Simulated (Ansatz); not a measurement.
Reaction (cleavage of the Si–Sn bond): `O[SiH2][SiH2][SnH3]` + H–F → `O[SiH2][SiH2]F` + `[SnH4]`

Gas-phase electronic energies from Ansatz, PBE0-D4/def2-TZVP geometries. CCSD(T)/CBS is the MP2 limit (def2-TZVPP, def2-QZVPP) plus CCSD(T) − MP2 in def2-TZVPP, frozen cores. This one scheme is used for every species. DFT in def2-TZVPP. def2 core potentials past Kr. For Sn outer-core shells are correlated without core-valence functions, which leaves a few kJ/mol of doubt a bond. Each species was taken in one conformer, which may not be the lowest.

```csv
level,ΔE (kJ/mol),difference from CCSD(T)/CBS
PBE0-D4,-66.5,7.3
ωB97M-V,-86.9,-13.1
B2PLYP,-93.0,-19.2
r2SCAN,-82.8,-9.0
PBE0,-73.6,0.2
MP2/def2-TZVPP,-78.5,-4.7
CCSD/def2-TZVPP,-87.5,-13.7
CCSD(T)/def2-TZVPP,-81.5,-7.7
HF/CBS(def2),-124.8,-51.0
CCSD/CBS(def2),-79.8,-6.0
CCSD(T)/CBS,-73.8,0
```

Largest T1 diagnostic among the species: 0.013.

From PBE to PBE0 (25 % exact exchange), in def2-TZVPP and without D4, ΔE moves by −3.7 kJ/mol. The D4 term adds +12.4 kJ/mol with B3LYP and +7.1 kJ/mol with PBE0; it sums over pairs of atoms, weighted by their polarisabilities, and B3LYP, whose exchange is more repulsive, gets the larger term. In def2-TZVPP, CCSD(T) changes the Hartree–Fock value by +40.8 kJ/mol (the triples alone add +6.0 kJ/mol) and MP2 by +43.7 kJ/mol.

B3LYP here is the variant with VWN-RPA as its local correlation; programs differ in this.
